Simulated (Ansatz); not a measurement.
Geometry optimisation, RKS B3LYP-D4/def2-SVP (Ansatz).

The input (input.yaml):

```yaml
crystal:
  periodic: [false, false, false]
  atoms:
    - { symbol: W, position_ang: [0.0, 0.0, 0.0] }
    - { symbol: Cl, position_ang: [0.0, 0.0, 2.39] }
    - { symbol: O, position_ang: [1.94, 0.0, 0.0] }
    - { symbol: H, position_ang: [2.2771, -0.9519, -0.0197] }
    - { symbol: H, position_ang: [0.0, 1.72, 0.0] }
    - { symbol: H, position_ang: [-1.72, 0.0, 0.0] }
    - { symbol: H, position_ang: [0.0, -1.72, 0.0] }
    - { symbol: H, position_ang: [0.0, 0.0, -1.72] }
basis:
  gaussian: { orbitals: def2-SVP }
hamiltonian:
  xc: b3lyp
  dispersion: d4
relax:
  f_tol: 0.02
  max_steps: 40
output:
  orbitals: {}
```

Command:

```bash
$ ansatz run input.yaml --threads 1 --pin off --max-ram 2048MiB --backend cpu --events-out ev --progress --plain --runs-dir out
```

Task: Where does it end, and by what steps?

Result: The run converged. After 16 steps the energy has fallen by 4.536 eV; H8 moved furthest, 0.96 Å.

```
step  energy less start (eV)  largest force component (eV/Å)  accepted
   0                  0.0000                           5.185       yes
   1                 -1.6331                           1.955       yes
   2                 -2.7642                           2.284       yes
   3                 -3.6769                           1.494       yes
   4                 -4.1183                           1.680       yes
   5                 -4.1758                           1.262       yes
   6                 -4.2853                           0.483       yes
   7                 -4.3947                           0.810       yes
   8                 -4.4590                           0.666       yes
   9                 -4.5090                           0.314       yes
  10                 -4.5283                           0.146       yes
  11                 -4.5317                           0.132       yes
  12                 -4.5356                           0.126       yes
  13                 -4.5341                           0.176        no
  14                 -4.5364                           0.033       yes
  15                 -4.5360                           0.024        no
  16                 -4.5365                           0.011       yes
```

```xyz
8
Properties=species:S:1:pos:R:3
W 0.205 0.125 0.283
Cl -0.489 0.360 2.466
O 2.022 -0.329 0.145
H 2.436 -1.123 -0.221
H 0.117 1.672 -0.403
H -1.217 -0.767 0.253
H 0.120 -1.198 -0.738
H -0.697 0.308 -1.134
```

Run time: 71 s on 1 thread of Arm Neoverse V2, with other jobs on the host, peak memory 0.18 GiB.
